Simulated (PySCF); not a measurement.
Molecule: `InChI=1S/C3H5F3O/c4-3(5,6)1-2-7/h7H,1-2H2`.

Structure with atom numbers: `[OH:1][CH2:2][CH2:3][C:4]([F:5])([F:6])[F:7]`. Hydrogens are named by the atom that carries them.

Geometry PBE0-D3(BJ)/def2-SVP throughout; GIAO in PySCF, gas phase, one conformer, non-relativistic; equivalent atoms averaged; functional PBE0.

Task: How do the absolute shieldings σ depend on the basis set? (ppm; last column core-seconds on shared hosts with different chips, so compare them loosely)

Result: 
| basis set | functions | O1 | C4 | C2 | C3 | F5/F6/F7 | H(C2) | H(C3) | H(O1) | core-s |
| --- | --- | --- | --- | --- | --- | --- | --- | --- | --- | --- |
| STO-3G | 40 | 346.3 | 138.1 | 182.9 | 210.4 | 399.3 | 30.61 | 31.52 | 35.08 | 3.3 |
| pcSseg-0 | 73 | 311.1 | 46.3 | 132.5 | 147.7 | 265.4 | 28.49 | 30.33 | 33.86 | 5.3 |
| 6-31G | 73 | 300.7 | 70.5 | 144.9 | 159.8 | 269.8 | 28.65 | 30.67 | 33.52 | 6.5 |
| 6-31G* | 108 | 306.1 | 71.3 | 138.7 | 155.0 | 281.2 | 28.16 | 30.12 | 32.67 | 10 |
| cc-pVDZ | 123 | 311.7 | 70.8 | 140.4 | 154.9 | 279.6 | 27.70 | 29.58 | 32.34 | 16 |
| def2-SVP | 123 | 314.2 | 66.9 | 138.6 | 154.8 | 282.4 | 27.79 | 29.59 | 32.14 | 15 |
| pcSseg-1 | 144 | 303.5 | 54.2 | 125.6 | 143.0 | 258.9 | 27.49 | 29.29 | 31.61 | 12 |
| aug-cc-pVDZ | 206 | 305.9 | 69.5 | 138.8 | 154.5 | 267.7 | 27.51 | 29.21 | 31.72 | 34 |
| 6-311+G(2d,p) | 219 | 298.0 | 57.4 | 128.4 | 145.2 | 254.1 | 27.73 | 29.39 | 32.03 | 26 |
| def2-TZVP | 247 | 300.6 | 54.1 | 127.1 | 144.9 | 255.0 | 27.72 | 29.41 | 32.01 | 46 |
| cc-pVTZ | 280 | 301.8 | 56.0 | 128.5 | 146.0 | 259.2 | 27.54 | 29.23 | 31.65 | 54 |
| IGLO-III | 295 | 297.1 | 50.1 | 123.3 | 141.0 | 252.0 | 27.56 | 29.21 | 31.69 | 59 |
| pcSseg-2 | 322 | 297.7 | 49.1 | 123.1 | 141.2 | 253.6 | 27.47 | 29.15 | 31.36 | 45 |

Task: Which nucleus moves most, in ppm?

Result: F5/F6/F7 (fluorine of a CF3 group): from 252.0 ppm with IGLO-III to 399.3 ppm with STO-3G. The smallest spread is 2.37 ppm, at H(C3). Proton shifts span only some 12 ppm, so a few tenths of a ppm matter as much there as several ppm in carbon.

Task: Taking the largest basis, pcSseg-2 (322 functions), as the yardstick, rank the others by their worst heavy-atom deviation.

Result: IGLO-III 1.6 ppm (295 functions), def2-TZVP 5.0 ppm (247 functions), pcSseg-1 5.7 ppm (144 functions), cc-pVTZ 6.9 ppm (280 functions), 6-311+G(2d,p) 8.3 ppm (219 functions), pcSseg-0 13.4 ppm (73 functions), aug-cc-pVDZ 20.4 ppm (206 functions), 6-31G 21.9 ppm (73 functions), cc-pVDZ 26.1 ppm (123 functions), 6-31G* 27.7 ppm (108 functions), def2-SVP 28.9 ppm (123 functions), STO-3G 145.7 ppm (40 functions).

A small basis that lands close on one nucleus may do so by chance; judge by the trend and by all nuclei.
